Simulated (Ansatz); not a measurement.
CH9BSi3 can be A, `B[SiH]1C[SiH2][SiH2]1`, or B, `C[SiH2][SiH]1B[SiH2]1`.

Computed with Ansatz on PBE0-D4/def2-TZVP structures; ΔE is electronic, products minus reactants. CCSD(T)/CBS is the MP2 limit (def2-TZVPP, def2-QZVPP) plus CCSD(T) − MP2 in def2-TZVPP, frozen cores. DFT in def2-TZVPP. B3LYP here is the variant with VWN-RPA as its local correlation; programs differ in this. One conformer a species, not always the lowest.

A:

Z-matrix (Å, degrees):
```
Si
C 1 1.863
Si 1 2.751 2 43.7
B 1 1.903 2 126.4 3 -68.9
Si 1 2.594 2 93.2 3 -21.8
H 1 1.495 2 106.4 3 79.0
H 2 1.091 1 112.4 3 114.4
H 2 1.089 1 115.1 3 -118.1
H 3 1.486 1 107.6 2 100.2
H 3 1.488 1 141.0 2 -61.6
H 4 1.198 1 114.7 2 169.8
H 4 1.199 1 119.0 2 -34.7
H 5 1.485 1 132.3 2 -72.1
H 5 1.485 1 115.6 2 122.9
```

B:

Z-matrix (Å, degrees):
```
C
Si 1 1.873
H 1 1.093 2 109.8
H 1 1.091 2 111.7 3 120.1
H 1 1.092 2 110.4 3 -119.5
Si 2 2.342 1 113.4 3 176.3
H 2 1.492 1 109.5 3 59.5
H 2 1.489 1 111.2 3 -58.6
Si 6 2.569 2 96.5 1 58.4
B 6 1.895 2 128.5 1 20.3
H 6 1.493 2 110.9 1 -156.5
H 9 1.488 6 139.1 2 121.6
H 9 1.484 6 91.0 2 0.0
H 10 1.190 6 126.4 2 -170.8
```

(1) Which isomer does CCSD(T)/CBS put lower? Give the gap. (Best estimate.)

(2) Give E(B) − E(A) in kJ/mol with MP2/def2-TZVPP, CCSD(T)/def2-TZVPP, r2SCAN-D4, HF/def2-TZVPP, CCSD/def2-TZVPP, B3LYP-D4, PBE0-D4. (Estimate.)

Largest T1 diagnostic: 0.015.

## Answers

(1) Ansatz gave: A, by 83.8 kJ/mol.

(2) The calculation gave: MP2/def2-TZVPP 90.0, CCSD(T)/def2-TZVPP 81.5, r2SCAN-D4 91.9, HF/def2-TZVPP 64.6, CCSD/def2-TZVPP 81.1, B3LYP-D4 82.1, PBE0-D4 96.3. None reverses the order clearly.

The D4 term adds +7.2 kJ/mol with B3LYP and +3.3 kJ/mol with PBE0; it sums over pairs of atoms, weighted by their polarisabilities, and B3LYP, whose exchange is more repulsive, gets the larger term. From PBE to PBE0 (25 % exact exchange), in def2-TZVPP and without D4, E(B) − E(A) moves by +4.7 kJ/mol.
